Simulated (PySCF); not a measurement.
## Spinor energies of Ge⁻ (germanium, charge -1)

Start: [Ar] 3d10 4s2 4p3; 4p1/2 filled at m_j = -1/2, +1/2; 4p3/2 filled at m_j = +3/2. Calculated with PySCF 2.14 in x2c-TZVPPall-2c with one added diffuse shell each of s, p, d type (7s8p5d1f, 63 functions): generalised Hartree-Fock with the X2C-1e Hamiltonian and a Gaussian nucleus; spin-orbit coupling (SO) screened by Boettger's factors.

| spinor shell | electrons | ε, screened SO (eV) | weight of nominal j (screened SO) | rms radius, screened SO (bohr) |
| --- | --- | --- | --- | --- |
| 1s1/2 | 2 | -11172.4 | 1.000 | 0.0542 |
| 2s1/2 | 2 | -1447.1 | 1.000 | 0.227 |
| 2p1/2 | 2 | -1280.9 | 1.000 | 0.201 |
| 3s1/2 | 2 | -194.67 | 1.000 | 0.668 |
| 3p1/2 | 2 | -138.05 | 0.999 | 0.693 |
| 3p3/2 | 4 | -133.44 | 1.000 | 0.704 |
| 3d3/2 | 4 | -37.098 | 0.995 | 0.814 |
| 3d5/2 | 6 | -36.456 | 0.996 | 0.817 |
| 4s1/2 | 2 | -9.092 | 1.000 | 2.47 |
| 4p1/2 | 2 | -1.633 | 0.525 | 3.72 |
| 4p3/2 | 1 | -1.515 | 1.000 | 3.78 |

(1) Where does 2p3/2 lie, and what is the 2p spin-orbit splitting (screened SO)?

```
   quantity  screened SO
E (hartree)  -2097.11761
        M_J          3/2
       ⟨J²⟩        3.753
       ⟨L²⟩        0.006
       ⟨S²⟩        3.750
```

Each row is a mean over spinors that exchange with the open shell spreads, by up to 5.013 eV (4s1/2).

Rows whose weight is well below 1 are mixtures of j = l ± 1/2: exchange outweighs spin-orbit coupling there, and the label is only the starting occupation.

Results:

(1) At -1248.5 eV, 32.415 eV above 2p1/2.
